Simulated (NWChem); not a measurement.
Species: WSF4; SMILES [F][W]([F])([F])([F])=[S]

No frequency run checked for a minimum. def2 effective core potentials on W; no spin-orbit coupling.

Q: Give the equilibrium geometry at PBE0/def2-SVP with def2 effective core potentials on W (NWChem) as an XYZ file, with the point group.

A: point group C4v; any orientation.
```
6

W      0.0000     0.0000     0.1788
S      0.0000     0.0000    -1.9163
F      1.6758     0.6240     0.6676
F     -1.6758    -0.6240     0.6676
F      0.6240    -1.6758     0.6676
F     -0.6240     1.6758     0.6676
```
